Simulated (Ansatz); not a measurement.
```yaml
crystal:
  periodic: [false, false, false]
  atoms:
    - {symbol: In, position_ang: [-0.002655, 0.006330, -1.138121]}
    - {symbol: P, position_ang: [-0.000491, -0.001618, 0.850126]}
    - {symbol: H, position_ang: [0.414788, 0.600504, 1.153791]}
    - {symbol: H, position_ang: [0.323639, -0.778876, 1.136659]}
    - {symbol: H, position_ang: [-0.729295, 0.045006, 1.347843]}
    - {symbol: H, position_ang: [1.035137, -0.009734, -1.239606]}
    - {symbol: H, position_ang: [-0.593699, 0.911316, -1.070077]}
    - {symbol: H, position_ang: [-0.621032, -1.033454, -1.244009]}
basis:
  gaussian: {orbitals: def2-mTZVP}
magnetization: {spin_polarized: true, initial_magnetization: 2}
hamiltonian: {xc: {name: SPW92}}
accuracy: high
```

```sh
$ ansatz run in.yaml --threads 4 --pin off --events-out ev --progress --plain --max-ram 3916MiB
```

Shortened log:

```
Functional definition: SPW92
  name "SPW92"
  cite "Dirac, Proc. Camb. Phil. Soc. 26, 376 (1930) doi:10.1017/S0305004100016108"
  cite "Slater, Phys. Rev. 81, 385 (1951) doi:10.1103/PhysRev.81.385"
  cite "Perdew & Wang, Phys. Rev. B 45, 13244 (1992) doi:10.1103/PhysRevB.45.13244"
  exchange = slater_x
  correlation = pw_c
1590 factors; integrals over basis functions are off by at most 3.9e-9 eV
mean field evaluation 1: about -14444.9844 eV, gradient 4.3e1 eV
mean field evaluation 2: about -14423.0242 eV, gradient 6.9e1 eV
mean field evaluation 4: about -14454.3053 eV, gradient 1.0e1 eV
mean field evaluation 8: about -14455.1379 eV, gradient 1.8e-1 eV
mean field evaluation 16: about -14455.1407 eV, gradient 2.7e-4 eV
mean field evaluation 32: about -14453.8380 eV, gradient 5.0e0 eV
mean field evaluation 64: about -14454.6684 eV, gradient 1.9e0 eV
mean field -14455.14065105 eV, -531.2166208798 hartree, gradient 4.5e-8 eV, S^2 2.001363; 10 other end points of the search recorded, 0 dependent functions left out
reference -14455.14065426 eV, -531.2166209979 hartree; 22, 20 occupied and 54, 56 virtual orbitals, 1590 factors
Total energy: -14455.14065426 eV, -531.2166209979 hartree
```

In this input the geometry is squeezed to about two thirds of its size. The run converged. The result belongs to that input, not to the species as meant.

In the def2 sets In takes a core potential; there is no spin–orbit coupling.
